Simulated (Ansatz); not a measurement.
`FC1=NC(F)[Se]1` + H₂ → `FC1N=C[Se]1` + H–F  (hydrogenolysis of a C–F bond)

Calculated with Ansatz (gas phase, PBE0-D4/def2-TZVP geometries, no zero-point term in ΔE). CCSD(T)/CBS adds triple-zeta CCSD(T) − MP2 to the extrapolated MP2 energy (def2 sets, frozen cores). This one scheme is used for every species. Functionals use def2-TZVPP. B3LYP here is the variant with VWN-RPA as its local correlation; programs differ in this. For Se outer-core shells are correlated without core-valence functions, which leaves a few kJ/mol of doubt a bond. Scalar relativity is left out up to krypton.

`FC1=NC(F)[Se]1`:

```xyz
7

F    -1.601   -1.784    0.398
C    -0.708   -0.878    0.135
N    -0.842    0.365    0.338
C     0.492    0.740   -0.047
F     0.529    1.632   -1.042
Se    1.024   -1.153   -0.569
H     1.106    1.079    0.787
```

H₂:

```xyz
2

H     0.127    0.229    0.266
H    -0.127   -0.229   -0.266
```

`FC1N=C[Se]1`:

Cartesian coordinates in Å:
```
F 0.142 -1.872 -0.735
C -0.072 -0.860 0.112
N 0.957 0.144 0.112
C 0.223 1.163 -0.103
Se -1.519 0.469 -0.403
H -0.281 -1.244 1.112
H 0.550 2.200 -0.094
```

H–F:

```xyz
2

F     0.239   -0.390    0.054
H    -0.239    0.390   -0.054
```

(1) Is it downhill or uphill in electronic energy at CCSD(T)/CBS, and by how much? (An estimate is asked.)

(2) What do these levels give: r2SCAN-D4, PBE0-D4, B3LYP-D4, ωB97X-V, ωB97M-V, CCSD(T)/def2-TZVPP? (Estimate.)

Largest T1 diagnostic among the species: 0.013.

Results:

(1) Computed: Downhill: ΔE = -18.5 kcal/mol.

(2) The calculation gave: r2SCAN-D4 -12.3, PBE0-D4 -14.6, B3LYP-D4 -14.4, ωB97X-V -13.8, ωB97M-V -14.3, CCSD(T)/def2-TZVPP -17.3 kcal/mol.

From PBE to PBE0 (25 % exact exchange), in def2-TZVPP and without D4, ΔE moves by −1.8 kcal/mol.
